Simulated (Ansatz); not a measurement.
CH$_{3}$BO$_{3}$S (`O=COB(O)S`), relaxed with RKS PBE-D4/def2-SVP in Ansatz from a rough embedded geometry. The force threshold is 0.03 eV/Å; the program also tests the step.

The species carries charge 0 and has multiplicity 1.

Start:

```xyz
9

O     0.438    1.920    1.063
C    -0.778    1.497    0.752
O    -0.989    0.283    0.080
B     0.196   -0.622   -0.435
O     1.547   -0.296   -0.119
S    -0.287   -2.207   -1.296
H    -1.623    2.083    1.005
H     1.850    0.227   -0.956
H    -0.354   -2.884   -0.094
```

```tsv
step	energy (eV)	largest force (eV/Å)	largest move (Å)
1	-18717.4989	6.901	0.000
2	-18718.4378	2.649	0.138
3	-18718.4795	2.664	0.195
4	-18718.8665	1.271	0.200
5	-18719.1461	1.513	0.195
6	-18719.4043	0.933	0.194
7	-18719.5750	0.867	0.144
8	-18719.7371	0.674	0.200
9	-18719.8428	0.472	0.200
10	-18719.9145	0.276	0.200
11	-18719.9252	0.293	0.173
12	-18719.9271	0.253	0.034
13 (rejected)	-18719.9176	0.719	0.061
14	-18719.9315	0.083	0.024
15	-18719.9322	0.015	0.018
```

End:

```xyz
9

O     0.599    1.915    0.613
C    -0.556    1.530    0.546
O    -0.957    0.309    0.155
B    -0.023   -0.703   -0.237
O     1.311   -0.500   -0.245
S    -0.807   -2.271   -0.717
H    -1.434    2.169    0.810
H     1.485    0.429    0.059
H     0.382   -2.878   -0.984
```

It took 18 s on 4 threads of an Arm Neoverse V1 on a shared host, with 0.15 GiB of host memory at the peak.
